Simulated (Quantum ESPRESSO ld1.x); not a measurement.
Cd IV, 45 electrons, occupied as [Kr] 4d9. Method: non-relativistic Kohn-Sham, PBE, spin-unpolarised, spherical densities, point nucleus; relativity is left out, which matters for an element this heavy; computed with ld1.x of Quantum ESPRESSO 7.5.

Normalised radial functions P(r) = r R(r), r in bohr:

```
   r/bohr * 4s, o 4d (the largest magnitude, 1.15, reaches the edge; | marks zero, & curves that meet)
 0.003883                             o  *
 0.005746                             o   *
 0.008504                             o    *
  0.01269                             o     *
  0.01878                             o     *
  0.02779                             o   *
  0.04112                             *o
  0.06086                       *     | o
  0.09007                  *          |    o
   0.1344                       *     |        o
   0.1989                             |       *   o
   0.2943                             |        o      *
   0.4355                           o |*
   0.6446     *      o                |
   0.9616  *   o                      |
    1.423           o     *           |
    2.106                    o      * |
    3.117                           o *
```

4s: eigenvalue -133.06 eV, 3 radial nodes at r = 0.0408, 0.160, 0.441 bohr, <r> = 0.906 bohr, 90 % of the charge inside 1.31 bohr. 4d: eigenvalue -46.377 eV, 1 radial node at r = 0.415 bohr, <r> = 1.19 bohr, 90 % of the charge inside 1.84 bohr.
